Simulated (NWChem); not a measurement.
System: MgO; SMILES [O]=[Mg]

The following NWChem deck was run.

```
start job
memory heap 200 mb stack 900 mb global 1100 mb
geometry units angstroms noautoz
  Mg     0.000000     0.000000    -0.717394
  O      0.000000     0.000000     1.045864
end
basis spherical
  * library def2-tzvp
end
dft
  xc m05-2x
  iterations 150
  mulliken
end
task dft energy
```

Parts of the log:

```
             Northwest Computational Chemistry Package (NWChem) 7.3.0
             --------------------------------------------------------

 ORDER OF PRIMARY AXIS IS BEING SET TO 4
 C4V symmetry detected

                             Geometry "geometry" -> ""
                             -------------------------

 Output coordinates in angstroms (scale by  1.889725989 to convert to a.u.)

  No.       Tag          Charge          X              Y              Z
 ---- ---------------- ---------- -------------- -------------- --------------
    1 Mg                  12.0000     0.00000000     0.00000000    -0.70530320
    2 O                    8.0000     0.00000000     0.00000000     1.05795480

 Effective nuclear repulsion energy (a.u.)      28.8108807128

      Symmetry information
      --------------------

 Group name             C4v
 Group number             18
 Group order               8
 No. of unique centers     2

                                 NWChem DFT Module
                                 -----------------

 Summary of "ao basis" -> "ao basis" (spherical)
 ------------------------------------------------------------------------------
       Tag                 Description            Shells   Functions and Types
 ---------------- ------------------------------  ------  ---------------------
 Mg                        def2-tzvp                12       32   5s4p3d
 O                         def2-tzvp                11       31   5s3p2d1f

      Symmetry analysis of basis
      --------------------------

        a1         23
        a2          0
        b1          6
        b2          6
        e          28

            General Information
            -------------------
          SCF calculation type: DFT
          Wavefunction type:  closed shell.
          No. of atoms     :     2
          No. of electrons :    20
           Alpha electrons :    10
            Beta electrons :    10
          Charge           :     0
          Spin multiplicity:     1
          Use of symmetry is: on ; symmetry adaption is: on
          Maximum number of iterations: 150
          AO basis - number of functions:    63
                     number of shells:    23
          Convergence on energy requested:  1.00D-06
          Convergence on density requested:  1.00D-05
          Convergence on gradient requested:  5.00D-04

              XC Information
              --------------
                       M05-2X Method XC Functional
                     Hartree-Fock (Exact) Exchange  0.560
                M05-2X metaGGA Exchange Functional  0.440
                      M05-2X Correlation Potential  1.000

             Grid Information
             ----------------
          Grid used for XC integration:  medium
          Radial quadrature: Mura-Knowles
          Angular quadrature: Lebedev.
          Tag              B.-S. Rad. Rad. Pts. Rad. Cut. Ang. Pts.
          ---              ---------- --------- --------- ---------
          Mg                  1.50       88           8.0       590
          O                   0.60       49           8.0       434
          Grid pruning is: on
          Number of quadrature shells:   137
          Spatial weights used:  Erf1

      Superposition of Atomic Density Guess
      -------------------------------------

 Sum of atomic energies:        -274.39093843

      Non-variational initial energy
      ------------------------------

 Total energy =    -274.185155
 1-e energy   =    -439.808571
 2-e energy   =     136.812535
 HOMO         =      -0.446100
 LUMO         =      -0.176092

      Symmetry analysis of molecular orbitals - initial
      -------------------------------------------------

 !! scf_movecs_sym_adapt:   12 vectors were symmetry contaminated

  Symmetry fudging

 !! scf_movecs_sym_adapt:   12 vectors were symmetry contaminated

  Numbering of irreducible representations:

     1 a1          2 a2          3 b1          4 b2          5 e

  Orbital symmetries:

     1 a1          2 a1          3 a1          4 a1          5 e
     6 e           7 a1          8 a1          9 e          10 e
    11 a1         12 e          13 e          14 a1         15 a1
    16 b1         17 b2         18 e          19 e          20 a1

     ---------------------------------------------
      Total Density - Mulliken Population Analysis
     ---------------------------------------------

    Atom       Charge   Shell Charges
 -----------   ------   -------------------------------------------------------
    1 Mg  12    10.40   2.00  0.71  1.29  0.22  0.02  5.11  0.88  0.07  0.03  0.00  0.05  0.02
    2 O    8     9.60   0.79  1.18  0.62  1.02  0.32  2.18  2.35  1.14  0.00  0.00  0.00

   convergence    iter        energy       DeltaE   RMS-Dens  Diis-err
 ---------------- ----- ----------------- --------- --------- ---------
 d= 0,ls=0.0,diis     1   -274.9518118318 -3.04D+02  4.61D-02  1.90D+00
 d= 0,ls=0.0,diis     2   -269.2008775099  5.75D+00  4.34D-02  2.17D+01
 d= 0,ls=0.0,diis     3   -275.1804280975 -5.98D+00  5.47D-03  2.27D-01
 d= 0,ls=0.0,diis     4   -275.2217170077 -4.13D-02  2.08D-03  1.29D-02
 d= 0,ls=0.0,diis     5   -275.2248836025 -3.17D-03  1.05D-03  2.22D-03
  Resetting Diis
 d= 0,ls=0.0,diis     6   -275.2251709914 -2.87D-04  3.15D-04  4.51D-03
 d= 0,ls=0.0,diis     7   -275.2254783757 -3.07D-04  1.21D-03  2.58D-03
 d= 0,ls=0.0,diis     8   -275.2237681680  1.71D-03  1.01D-03  1.93D-02
 d= 0,ls=0.0,diis     9   -275.2258060987 -2.04D-03  2.04D-04  2.96D-05
 d= 0,ls=0.0,diis    10   -275.2258244098 -1.83D-05  7.99D-05  1.26D-05
 d= 0,ls=0.0,diis    11   -275.2258275833 -3.17D-06  7.09D-06  8.01D-08
 d= 0,ls=0.0,diis    12   -275.2258275999 -1.67D-08  1.94D-06  2.30D-08

         Total DFT energy =     -275.225827599935
      One electron energy =     -441.412889069002
           Coulomb energy =      162.389660625853
    Exchange-Corr. energy =      -25.013479869632
 Nuclear repulsion energy =       28.810880712846

 Numeric. integr. density =       20.000000173718

                  Occupations of the irreducible representations
                  ----------------------------------------------

                     irrep           alpha         beta
                     --------     --------     --------
                     a1                6.0          6.0
                     a2                0.0          0.0
                     b1                0.0          0.0
                     b2                0.0          0.0
                     e                 4.0          4.0

                       DFT Final Molecular Orbital Analysis
                       ------------------------------------

 Vector    8  Occ=2.000000D+00  E=-2.964551D-01  Symmetry=a1
              MO Center=  2.2D-15,  5.2D-15,  4.9D-01, r^2= 2.1D+00
   Bfn.  Coefficient  Atom+Function         Bfn.  Coefficient  Atom+Function
  ----- ------------  ---------------      ----- ------------  ---------------
     4      0.559673  1 Mg s                 40     -0.366314  2 O  pz
    43     -0.307089  2 O  pz                 3     -0.232743  1 Mg s
    46     -0.209350  2 O  pz                37     -0.126495  2 O  s
    36     -0.087221  2 O  s                 17     -0.081752  1 Mg pz
     2      0.073528  1 Mg s                 35     -0.073751  2 O  s

 Vector    9  Occ=2.000000D+00  E=-2.805803D-01  Symmetry=e
              MO Center= -9.9D-16, -9.6D-17,  9.4D-01, r^2= 1.0D+00
   Bfn.  Coefficient  Atom+Function         Bfn.  Coefficient  Atom+Function
  ----- ------------  ---------------      ----- ------------  ---------------
    38      0.426825  2 O  px                41      0.350612  2 O  px
    44      0.295627  2 O  px                12      0.109386  1 Mg px
    39      0.106405  2 O  py                15      0.103594  1 Mg px
    42      0.087406  2 O  py                45      0.073698  2 O  py
     6     -0.062745  1 Mg px                26     -0.050063  1 Mg d  1

 Vector   10  Occ=2.000000D+00  E=-2.805803D-01  Symmetry=e
              MO Center=  1.0D-14, -3.8D-14,  9.4D-01, r^2= 1.0D+00
   Bfn.  Coefficient  Atom+Function         Bfn.  Coefficient  Atom+Function
  ----- ------------  ---------------      ----- ------------  ---------------
    39      0.426825  2 O  py                42      0.350612  2 O  py
    45      0.295627  2 O  py                13      0.109386  1 Mg py
    38     -0.106405  2 O  px                16      0.103594  1 Mg py
    41     -0.087406  2 O  px                44     -0.073698  2 O  px
     7     -0.062745  1 Mg py                24      0.050063  1 Mg d -1

 Vector   11  Occ=0.000000D+00  E=-1.108058D-01  Symmetry=a1
              MO Center= -2.7D-15,  5.2D-14, -1.1D+00, r^2= 4.0D+00
   Bfn.  Coefficient  Atom+Function         Bfn.  Coefficient  Atom+Function
  ----- ------------  ---------------      ----- ------------  ---------------
     5      0.484680  1 Mg s                  4      0.356221  1 Mg s
    17     -0.297937  1 Mg pz                14     -0.246238  1 Mg pz
    40      0.233296  2 O  pz                43      0.181915  2 O  pz
    46      0.178383  2 O  pz                 3     -0.156469  1 Mg s
     8      0.139061  1 Mg pz                30      0.065783  1 Mg d  0

 Vector   12  Occ=0.000000D+00  E= 5.574110D-03  Symmetry=e
              MO Center= -8.5D-16, -2.2D-14, -1.3D+00, r^2= 5.2D+00
   Bfn.  Coefficient  Atom+Function         Bfn.  Coefficient  Atom+Function
  ----- ------------  ---------------      ----- ------------  ---------------
    16      0.798083  1 Mg py                29     -0.301782  1 Mg d -1
    13      0.207692  1 Mg py                 7     -0.120890  1 Mg py
    39     -0.112969  2 O  py                45     -0.093016  2 O  py
    42     -0.090813  2 O  py                15     -0.080584  1 Mg px
    24     -0.064902  1 Mg d -1              31     -0.030471  1 Mg d  1

[...]
```

Level: M05-2X/def2-TZVP. Coordinates come from a PBE-D3(BJ)/def2-SVP optimisation.
